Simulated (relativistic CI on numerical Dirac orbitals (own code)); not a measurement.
**Magnetism of Os²⁺, 5d6, in a crystal field**

Calculated by Dirac-Coulomb-Breit CI, orbitals from a KLI potential per configuration, model QED (radiative potential, 1s self-energy scaled to tabulated hydrogen-like ionisation energies), one configuration in a parametric crystal field, unscaled Slater integrals (own radial code). With so little scaling, terms lie 10 to 35 % too far apart, which can change the order of excited levels.

Field parameters in Wybourne normalisation: Oh B⁴₀ = 21Dq, B⁴₄ = √(5/14) B⁴₀. The field is a parameter set, without covalency.

S is read from ⟨S²⟩ = S(S + 1).

Powder χT (cm³ K mol⁻¹) by Van Vleck's formula, with temperature-independent terms:

```
                Field       2 K       5 K     10 K     20 K     50 K   100 K   200 K   300 K
 Oh, 10Dq = 5500 cm⁻¹      3.41      3.43     3.45      3.5     3.65    3.89    4.28    4.53
 Oh, 10Dq = 9950 cm⁻¹      3.16      3.18     3.23     3.31     3.55    3.79    3.95    4.05
Oh, 10Dq = 14350 cm⁻¹   0.00138   0.00345  0.00689   0.0138   0.0345  0.0689   0.138   0.207
Oh, 10Dq = 18800 cm⁻¹  0.000598   0.00149  0.00299  0.00598   0.0149  0.0299  0.0598  0.0897
Oh, 10Dq = 23200 cm⁻¹  0.000432   0.00108  0.00216  0.00432   0.0108  0.0216  0.0432  0.0648
Oh, 10Dq = 27600 cm⁻¹  0.000349  0.000872  0.00174  0.00349  0.00872  0.0174  0.0349  0.0523
Oh, 10Dq = 32050 cm⁻¹  0.000294  0.000735  0.00147  0.00294  0.00735  0.0147  0.0294  0.0441
Oh, 10Dq = 36450 cm⁻¹  0.000255  0.000638  0.00128  0.00255  0.00638  0.0128  0.0255  0.0383
```

Q: For Oh, 10Dq = 5500 cm⁻¹: what effective moment follows at 300 K?

A: μ_eff = √(8χT) = 6.02 μB. The ground level has S = 1.94; the spin-only moment for S = 2 is 4.90 μB. The difference comes from the orbital moment, spin-orbit mixing of terms and temperature-independent paramagnetism, all larger in this ionic model than in covalent complexes.
